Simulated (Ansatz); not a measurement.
Energy profile

The step: GaH₂ClO₂ ([OH][Ga]([OH])[Cl]) → GaClO + H₂O (still joined by a long Ga–O bond); bonds formed: O2–H4; bonds broken: O3–H4; bonds weakened to dative contacts: Ga1–O2 (atoms numbered as in the saddle structure below).

Ga1  (-0.630, 0.338, -0.626)
O2  (0.946, -0.130, 0.574)
O3  (-0.486, -1.329, -0.928)
H4  (0.554, -1.029, 0.079)
Cl5  (-1.273, 2.328, -0.632)
H6  (0.889, -0.179, 1.533)
(Å)

Electronic energies by CCSD(T) at an estimated basis limit (MP2 extrapolated from triple and quadruple zeta, plus CCSD(T) − MP2 in triple zeta), on PBE0-D4/def2-TZVP structures; GaH₂ClO₂, singlet; no counterpoise correction. Ansatz 0.2.0; basis: def2-TZVPP and def2-QZVPP; cores frozen in the correlated methods. Filled d shells of the heavier atoms are correlated. The def2 sets are not built for correlating such inner shells, so the correlated values are less sure here. Extrapolation: Hartree–Fock as exp(−7.88 √X), correlation as X^−2.97.

(1) Give the profile in kJ/mol, counted from the start structure. (Judge from chemistry; the value comes from the calculation.)

T1 diagnostic: at most 0.023.

Results:

(1) The calculation gives:
```csv
point,kJ/mol
start structure,0.0
saddle,220.0
end structure,206.8
"separated: GaClO (linked as [O][Ga][Cl]; Ga1, O3, Cl5; singlet) + H₂O (O2, H4, H6; singlet)",272.8
```

For scale, one of the runs: CCSD(T)/def2-TZVPP, 180 basis functions, launched by `ansatz run in.yaml --threads 4 --pin off --events-out ev --progress --plain --max-ram 9574MiB`. Time: 100 s of wall clock on 4 CPU threads of an AMD EPYC; the host was shared. Peak host memory: 1.8 GiB.
